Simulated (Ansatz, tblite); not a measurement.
Forces on Al₂Cu₈ at its PBE-D4/def2-SVP geometry. The state is a singlet with charge 0.

The xTB rows come from tblite. The restricted singlet is unstable towards broken spin symmetry in Hartree–Fock (as tested in another run); at PBE-D4/def2-SVP this wasn't settled. Another isomer (singlet) lies 0.31 eV lower at PBE0-D4/def2-SVP; other spin states weren't run for this one.

GFN1-xTB (tblite), largest force 2.06 eV/Å:

```xyz
10
positions Å, forces eV/Å
Al   -0.237    1.430    1.862    0.027    0.107    2.062
Al    0.415   -0.977    2.469   -0.036    0.326    1.569
Cu    0.374    1.567   -2.128    0.028    0.066   -0.037
Cu    1.112   -1.858    0.282    0.526   -0.264   -0.733
Cu   -0.087   -0.773   -1.692    0.031   -0.190   -0.543
Cu    1.089    0.532   -0.003    1.017    0.021   -0.591
Cu   -1.254    1.141   -0.443   -0.708    0.015   -0.396
Cu   -0.643   -2.950   -0.876    0.006   -0.218   -0.038
Cu    0.307    2.892   -0.025    0.209    0.496   -0.693
Cu   -1.074   -1.003    0.554   -1.100   -0.358   -0.599
```

GFN2-xTB (tblite), largest force 1.75 eV/Å:

```
Al 0.659 -0.217 0.179
Al -0.036 0.566 0.326
Cu 0.039 0.214 0.207
Cu 0.591 0.043 -0.157
Cu 0.206 -0.421 -1.086
Cu 1.189 -1.080 0.412
Cu -0.998 -0.485 0.244
Cu 0.231 -0.090 -0.097
Cu -0.239 0.860 -0.084
Cu -1.642 0.611 0.057
```

PBE-D4/def2-SVP (Ansatz), largest force 0.01 eV/Å:

```
Al -0.001 0.002 0.007
Al 0.002 -0.001 -0.004
Cu -0.003 -0.009 0.007
Cu 0.002 0.003 0.005
Cu -0.001 0.001 0.000
Cu 0.000 0.006 -0.005
Cu 0.006 0.002 -0.006
Cu 0.000 0.002 -0.003
Cu 0.000 -0.006 0.000
Cu -0.004 -0.002 -0.001
```
